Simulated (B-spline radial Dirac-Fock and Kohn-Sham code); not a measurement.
Scattering functions of Co²⁶⁺

System: cobalt as Co²⁶⁺, configuration 1s1.

The run's input, task.json:

```json
{"items": [{
  "Z": 27,
  "q": 26,
  "cfg": [[1, 0, 1]],
  "A": 59,
  "rrms": 3.7875,
  "do": ["scatter"],
  "s": [0.0, 0.05, 0.1, 0.15, 0.2, 0.25, 0.3, 0.35, 0.4, 0.45, 0.5, 0.6, 0.7, 0.8, 0.9, 1.0, 1.1, 1.2, 1.4, 1.6, 1.8, 2.0, 2.5, 3.0, 3.5, 4.0, 5.0, 6.0],
  "pz": [0, 0.1, 0.14, 0.19, 0.27, 0.38, 0.53, 0.74, 1.0, 1.4, 2.0, 2.8, 3.9, 5.4, 7.5, 11.0, 15.0, 20.0, 29.0, 40.0, 56.0],
  "hv_scatter": [2000, 5000, 8047.8, 10000, 17479.3, 20000, 30000, 1000000]
}]}
```

Run with: `python xray_run.py task.json out`

Level of theory: Dirac-Fock densities; a radial B-spline solver. f₀ is the Fourier transform of the spherical electron density, S the Waller-Hartree incoherent function, and s = sin θ/λ.

| s (Å⁻¹) | f₀ | S |
| --- | --- | --- |
| 0 | 1.000 | 0.000 |
| 0.05 | 1.000 | 0.000 |
| 0.1 | 1.000 | 0.001 |
| 0.15 | 0.999 | 0.001 |
| 0.2 | 0.999 | 0.002 |
| 0.25 | 0.998 | 0.004 |
| 0.3 | 0.997 | 0.005 |
| 0.35 | 0.996 | 0.007 |
| 0.4 | 0.995 | 0.009 |
| 0.45 | 0.994 | 0.012 |
| 0.5 | 0.993 | 0.015 |
| 0.6 | 0.989 | 0.021 |
| 0.7 | 0.986 | 0.029 |
| 0.8 | 0.981 | 0.037 |
| 0.9 | 0.976 | 0.047 |
| 1 | 0.971 | 0.057 |
| 1.1 | 0.965 | 0.069 |
| 1.2 | 0.959 | 0.081 |
| 1.4 | 0.944 | 0.108 |
| 1.6 | 0.928 | 0.138 |
| 1.8 | 0.911 | 0.171 |
| 2 | 0.891 | 0.206 |
| 2.5 | 0.838 | 0.298 |
| 3 | 0.779 | 0.393 |
| 3.5 | 0.717 | 0.486 |
| 4 | 0.654 | 0.572 |
| 5 | 0.534 | 0.715 |
| 6 | 0.427 | 0.818 |

f₀ starts at the number of electrons, 1, and has fallen to half at s ≈ 5.32 Å⁻¹. The sum of ⟨r²⟩ over the electrons is 0.004022 bohr².

Values without a named source are computed, but for edge energies of neutral atoms, which are taken from tables.
